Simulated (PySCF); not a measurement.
Correlation energy of Cd⁺ (cadmium, charge +1)

[Kr] 4d10 5s1, 2S determinant. All numbers are calculated (PySCF 2.14, the spin-free X2C one-electron Hamiltonian (Gaussian nucleus), in ANO-RCC-VTZP (7s6p4d2f1g, 68 functions)). Frozen: [Ar] 3d10; 19 electrons correlated.

```csv
level,correlation energy (mhartree)
CCSD,-516.12
(T),-12.97
CCSD(T),-529.09
```

Diagnostics: T1 = 0.011, D1 = 0.0444, largest double amplitude 0.016.

Cost of the coupled-cluster step: roughly 14 core-seconds, for 19 correlated electrons.

Iterations:

```
CC2 = 0
CCSD nocc = (np.int64(10), np.int64(9)), nmo = (54, 54)
frozen orbitals [[0, 1, 2, 3, 4, 5, 6, 7, 8, 9, 10, 11, 12, 13], [0, 1, 2, 3, 4, 5, 6, 7, 8, 9, 10, 11, 12, 13]]
max_cycle = 100
direct = 0
conv_tol = 1e-08
conv_tol_normt = 1e-06
diis_space = 8
diis_start_cycle = 0
Init t2, MP2 energy = -0.538174595694514
Init E_corr(UCCSD) = -0.538174595717579
cycle = 1  E_corr(UCCSD) = -0.504161303177968  dE = 0.0340132925  norm(t1,t2) = 0.0716417
cycle = 2  E_corr(UCCSD) = -0.516796787300257  dE = -0.0126354841  norm(t1,t2) = 0.0182719
cycle = 3  E_corr(UCCSD) = -0.515577662231376  dE = 0.00121912507  norm(t1,t2) = 0.00805585
cycle = 4  E_corr(UCCSD) = -0.516082582892936  dE = -0.000504920662  norm(t1,t2) = 0.00263916
cycle = 5  E_corr(UCCSD) = -0.516140683593788  dE = -5.81007009e-05  norm(t1,t2) = 0.000186139
cycle = 6  E_corr(UCCSD) = -0.516121851601536  dE = 1.88319923e-05  norm(t1,t2) = 5.86584e-05
cycle = 7  E_corr(UCCSD) = -0.51612260919448  dE = -7.57592944e-07  norm(t1,t2) = 7.15129e-06
cycle = 8  E_corr(UCCSD) = -0.516123000872564  dE = -3.91678084e-07  norm(t1,t2) = 1.73038e-06
cycle = 9  E_corr(UCCSD) = -0.516122968394347  dE = 3.24782168e-08  norm(t1,t2) = 3.90241e-07
cycle = 10  E_corr(UCCSD) = -0.516122954095521  dE = 1.42988261e-08  norm(t1,t2) = 6.74538e-08
cycle = 11  E_corr(UCCSD) = -0.516122955269812  dE = -1.17429144e-09  norm(t1,t2) = 1.02442e-08
UCCSD converged
E(UCCSD) = -5591.389747404201  E_corr = -0.5161229552698123
UCCSD(T) correction = -0.0129664038244446
```
